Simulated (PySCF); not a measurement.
**Zinc: a sound run and one with changed settings**

Sound run: Zn+ [Ar] 3d10 4s1, Zn(2+) [Ar] 3d10. All numbers are calculated (PySCF 2.14, scalar relativity by spin-free X2C-1e, in jorge-DZP-DKH (8s6p2d1f, 43 functions)). In the sound run the correlated levels freeze [Ar]. The sound run starts from symmetry-adapted Hartree-Fock orbitals and uses a fine grid where one is needed.

Changed run: a valence shell is frozen. This setting is unsound on purpose.

Ionisation energy of Zn+:

| method | sound run (eV) | changed run (eV) |
| --- | --- | --- |
| UHF | 16.805 | 16.805 |
| MP2 | 17.310 | 16.805 |
| SCS-MP2 | 17.232 | 16.805 |
| CCSD | 17.270 | 16.805 |
| CCSD(T) | 17.301 | 16.805 |
| CCSDT | n/a | 16.805 |
| FCI | n/a | 16.805 |

Freezing a valence shell removes pair correlation that changes on ionisation.

For comparison, NIST gives 17.964 eV between the lowest levels.
